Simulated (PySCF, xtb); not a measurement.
CH₁₂OSi₄, SMILES O[Si@@H]([SiH2][SiH3])C[SiH3].

xtb 6.7.1 with GFN2-xTB at its own geometry gives an orbital gap of 3.90 eV and a dipole moment of 2.05 D.

Coordinates come from a PBE0-D3(BJ)/def2-SVP optimisation. The structure was generated by enumeration; whether it is a known compound was not checked. The values are those of a single conformer.

What does B3LYP/def2-TZVP run with PySCF give? (An estimate is asked for; the answer gives what the named calculation found.)

gap 6.94 eV (levels -7.55 and -0.61 eV), dipole 1.90 D.
